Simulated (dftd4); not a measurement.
C2H6Zn, singlet, at a GFN2-xTB geometry (such geometries of metal compounds can be far from the true shape); D4 for r2scan run with dftd4.

The dftd4 input:
```
$ dftd4 mol.xyz --func r2scan --charge 0 --json dftd4.json --noedisp --property

# file mol.xyz
9

Zn    -0.00000000     0.00000000    -0.00000000
C      1.58168783     0.22714311    -1.27171747
H      2.29051525    -0.59164379    -1.18304619
H      2.12813446     1.14546039    -1.07473949
H      1.26208980     0.26198332    -2.30967418
C     -1.58168783    -0.22714311     1.27171747
H     -2.12813446    -1.14546039     1.07473949
H     -2.29051525     0.59164379     1.18304619
H     -1.26208980    -0.26198332     2.30967418
```

Output, abridged:

```
                    ____  _____ _____     ____  _  _
      -------------|  _ \|  ___|_   _|---|  _ \| || |------------
     |             | | | | |_    | | ___ | | | | || |_           |
     |             | |_| |  _|   | ||___|| |_| |__   _|          |
     |             |____/|_|     |_|     |____/   |_|            |
     |             ===================================           |
     |            E. Caldeweyher, S. Ehlert & S. Grimme          |
     |          Mulliken Center for Theoretical Chemistry        |
     |                    University of Bonn                     |
      -----------------------------------------------------------

Rational (Becke-Johnson) damping: r2scan-D4-ATM
---------------------
  s6         1.0000
  s8         0.6019
  s9         1.0000
  a1         0.5156
  a2         5.7734
 alp        16.0000
--------------------

Atomic data, radii in Ångström:
------------------------------------------------------
   Z          R(cov)      r4/r2   hardness         EN
------------------------------------------------------
  30 Zn       1.4533     2.6978     0.2759     1.6500
   6 C        1.0000     1.6431     0.4220     2.5500
   1 H        0.4267     1.0622     0.4726     2.2000
------------------------------------------------------

Atomic reference systems (in atomic units):
----------------------------------------------------------------------------
   Z        #      CN     q+Z       C6(AA)   #      CN     q+Z       C6(AA)
----------------------------------------------------------------------------
  30 Zn     1  0.0000 30.0000     346.5908   2  1.7534 30.2580     116.4186
   6 C      1  0.0000  6.0000      49.3833   2  0.9189  5.8288      52.1688
            3  1.9079  5.8579      35.6972   4  2.8312  5.7775      35.8445
            5  3.7487  5.7435      28.6317   6  2.9183  5.8956      32.2504
            7  0.8556  6.2103      25.6194
   1 H      1  0.0000  1.0000       7.6362   2  0.8942  1.0000       3.0374
----------------------------------------------------------------------------

Atomic properties (in atomic units):
----------------------------------------------------------------------------
     #    Z              CN          q      C6(AA)        C8(AA)   alpha(0)
----------------------------------------------------------------------------
     1   30 Zn       1.6441     0.4157    114.4337     8922.8599    20.9973
     2    6 C        3.5968    -0.4119     33.7780      976.9174     8.4949
     3    1 H        0.9249     0.0680      2.1075       25.4768     2.2702
     4    1 H        0.9249     0.0680      2.1075       25.4768     2.2702
     5    1 H        0.9249     0.0680      2.1075       25.4768     2.2702
     6    6 C        3.5968    -0.4119     33.7780      976.9174     8.4949
     7    1 H        0.9249     0.0680      2.1075       25.4768     2.2702
     8    1 H        0.9249     0.0680      2.1075       25.4768     2.2702
     9    1 H        0.9249     0.0680      2.1075       25.4768     2.2702
----------------------------------------------------------------------------

Molecular properties (in atomic units):
----------------------------------------
 molecular C6                 949.2139
 molecular C8               34502.1114
----------------------------------------

Dispersion energy:      -9.8467131871099E-04 Eh

[Info] JSON dump of results written to 'dftd4.json'
```
